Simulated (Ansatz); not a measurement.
Wavefunction ladder for C$_{2}$H$_{6}$AlN

Z-matrix (Å, degrees):
```
Al
C 1 2.361
N 1 1.974 2 33.4
C 1 2.084 2 37.1 3 156.0
H 1 1.591 2 106.9 3 -94.8
H 1 1.592 2 131.4 3 74.6
H 2 1.095 1 154.9 3 94.0
H 3 1.010 1 144.8 2 -145.8
H 4 1.093 1 96.2 2 -111.2
H 4 1.084 1 134.4 2 120.4
```

The species carries charge 0 and has multiplicity 1. The bonds changed during the relaxation, so this is another structure than the one it started from. Geometry: relaxed with PBE0-D4/def2-TZVP. It is one conformer, not always the lowest. Frozen core, restricted reference, the Gaussian-basis code of Ansatz. CBS rows extrapolate triple and quadruple zeta; past MP2 they add the triple-zeta difference.

```
     basis     HF (Eh)  MP2 corr.
  def2-SVP  -375.40960   -0.50783
def2-TZVPP  -375.64574   -0.62284
def2-QZVPP  -375.65925   -0.66418
```

**Question.** Estimate the CCSD correlation energy and the (T) correction in each basis where they were run (hartree).

**Answer.** 
| basis | CCSD corr. | (T) |
| --- | --- | --- |
| def2-SVP | -0.55087 | -0.01872 |
| def2-TZVPP | -0.65888 | -0.02845 |
| CBS(def2) | -0.73085 | as TZ |
